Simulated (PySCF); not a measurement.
How far are cheaper levels from CCSD(T)/CBS for ZnS?

PySCF; the state is a singlet (closed shell). The composite is CCSD(T) extrapolated to the basis-set limit from two correlation-consistent sets, with core-valence (CV) and scalar-relativistic (SR) terms as its label shows; it has no spin–orbit coupling and nothing beyond (T). Here it is CCSD(T)/CBS(TQ). It gives Re = 2.043 Å, ωe = 462 cm⁻¹ and De = 1.49 eV to Zn + S.

```csv
level,basis,relativity,Re (Å),ωe (cm⁻¹),De (eV)
RHF,"6-31G(d,p)",no relativity,2.080,445,-0.03
RHF-CCSD(T),def2-TZVPP,no relativity,2.076,445,1.28
PBE,def2-TZVPP,no relativity,2.064,453,1.66
revPBE,def2-TZVPPD,no relativity,2.076,445,1.47
PBE0,cc-pVDZ-PP/cc-pV(D+d)Z,scalar-relativistic core potentials,2.035,482,1.41
PBE0,def2-TZVPP,no relativity,2.056,464,1.45
PBE0,def2-TZVPPD,no relativity,2.056,464,1.46
MN15,def2-TZVPPD,no relativity,2.058,453,1.42
BHandHLYP,def2-TZVPPD,no relativity,2.072,448,0.98
ωB97M-V,def2-TZVPP,no relativity,2.055,462,1.41
```

Give the difference of each row from the composite.



| level | basis | ΔRe (pm) | Δωe (%) | ΔDe (eV) |
| --- | --- | --- | --- | --- |
| RHF | 6-31G(d,p) | +3.7 | -3.7 | -1.52 |
| RHF-CCSD(T) | def2-TZVPP | +3.3 | -3.7 | -0.21 |
| PBE | def2-TZVPP | +2.1 | -1.9 | +0.17 |
| revPBE | def2-TZVPPD | +3.3 | -3.7 | -0.02 |
| PBE0 | cc-pVDZ-PP/cc-pV(D+d)Z | -0.8 | +4.3 | -0.08 |
| PBE0 | def2-TZVPP | +1.3 | +0.4 | -0.04 |
| PBE0 | def2-TZVPPD | +1.3 | +0.4 | -0.03 |
| MN15 | def2-TZVPPD | +1.5 | -1.9 | -0.07 |
| BHandHLYP | def2-TZVPPD | +2.9 | -3.0 | -0.51 |
| ωB97M-V | def2-TZVPP | +1.2 | +0.0 | -0.08 |

Which rows come closest in De?

revPBE in def2-TZVPPD (-0.02 eV); PBE0 in def2-TZVPPD (-0.03 eV), counted from the composite.

Correlated steps freeze the inner cores (9 to 10 orbitals); shallow outer-core shells are correlated. Where the molecule has an RHF reference, its open-shell atoms are computed with UHF. The CCSD T1 diagnostic is raised in ZnS, a sign that a single reference may not be enough there. A negative De means that the minimum lies above the separated atoms at that level.
